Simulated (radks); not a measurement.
Species: the arsenic ion As10+. Configuration: [Ar] 3d5. All-electron calculation, scalar-relativistic Kohn-Sham, LDA (Slater exchange, Perdew-Wang correlation), spin-unpolarised, spherical densities, point nucleus. Program: a radial shooting solver on a logarithmic mesh with Libxc functionals. Some entries of the table are withheld. Estimate them.

| orbital | occ. | eigenvalue (hartree) | <r> (bohr) |
|---|---|---|---|
| 1s | 2 | (1) | 0.04556 |
| 2s | 2 | -64.21118 | 0.2028 |
| 2p | 6 | -57.55101 | 0.1771 |
| 3s | 2 | -15.56994 | (2) |
| 3p | 6 | -13.46500 | (3) |
| 3d | 5 | (4) | 0.5534 |
| 4s | 0 | (5) | 1.264 |
| 4p | 0 | -5.50794 | 1.327 |
| 4d | 0 | -4.44530 | (6) |

Answer. 
(1) 1s eigenvalue (hartree): -439.4851
(2) 3s <r> (bohr): 0.5668
(3) 3p <r> (bohr): 0.5702
(4) 3d eigenvalue (hartree): -10.04578
(5) 4s eigenvalue (hartree): -6.19521
(6) 4d <r> (bohr): 1.438
